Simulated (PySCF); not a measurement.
Al(Cl)(Me)(Et) (C3H8AlCl), SMILES C[CH2][Al]([CH3])[Cl].

The structure is a stationary point at B3LYP-D3(BJ)/def2-SVP. The structure was generated by enumeration; whether it is a known compound was not checked. The values are those of a single conformer.

The numbers are results of PBE/def2-TZVP run with PySCF, not measurements.

Gas-phase values at a fixed geometry.

| Item | Value |
|---|---|
| total energy | -821.41154 hartree |
| point group | Cs |
| highest occupied level | -6.32 eV |
| lowest empty level | -1.44 eV |
| orbital gap | 4.88 eV |
| dipole moment | 2.05 D |
| quadrupole, principal values (traceless, Buckingham form, about the centre of nuclear charge) | -4.24, -0.93, 5.17 D·Å |
| mean static polarisability | 76.8 bohr³ (11.37 Å³) |
| polarisability, principal values | 61.0, 80.7, 88.6 bohr³ |
